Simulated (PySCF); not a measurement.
Fe(CO)5, C₅FeO₅, SMILES [O+]#[C-]->[Fe](<-[C-]#[O+])(<-[C-]#[O+])(<-[C-]#[O+])<-[C-]#[O+], singlet, PBE0/def2-SVP optimised geometry. Atoms within 1.6 Å of the plane z = 1.5 Å (x, y, z in Å): Fe1 (-0.73, 0.00, 0.00), O2 (2.20, 0.00, 0.00), C3 (1.06, 0.00, 0.00), O6 (-0.73, -0.01, 2.94), C7 (-0.73, -0.01, 1.80), O8 (-2.19, 2.54, 0.00), C9 (-1.62, 1.55, 0.00), O10 (-2.20, -2.54, 0.00), C11 (-1.63, -1.55, 0.00).

Level of theory: PySCF 2.14.0 with PBE0/def2-TZVP. Cells within 0.4 Å of a nucleus heavier than hydrogen are left out (blank, or x).

Map of the deformation density (molecule minus spherical neutral atoms) (e/bohr³) on the plane z = 1.5 Å:

```
|00000000000000000000000000000|
|00000000000000000000000000000|
|00000000000000000000000000000|
|00000000000000000000000000000|
|00000000000000000000000000000|
|00000000000000000000000000000|
|00000000000000000000000000000|
|00000000000000000000000000000|
|00000000000000000000000000000|
|00000000000000000000000000000|
|00000000000000000000000000000|
|00000000000000000000000000000|
|00000000000000000000000000000|
|00000000000383000000000000000|
|000000000009x8000000000000000|
|00000000000393000000000000000|
|00000000000000000000000000000|
|00000000000000000000000000000|
|00000000000000000000000000000|
|00000000000000000000000000000|
|00000000000000000000000000000|
|00000000000000000000000000000|
|00000000000000000000000000000|
|00000000000000000000000000000|
|00000000000000000000000000000|
|00000000000000000000000000000|
|00000000000000000000000000000|
|00000000000000000000000000000|
|00000000000000000000000000000|
```
Scale: ten equal steps from -0.004 (start of '0') to 0.045 (end of '9'), in the order '0123456789'; x runs from -5.00 to 5.00, y from -5.00 (bottom) to 5.00 (top).
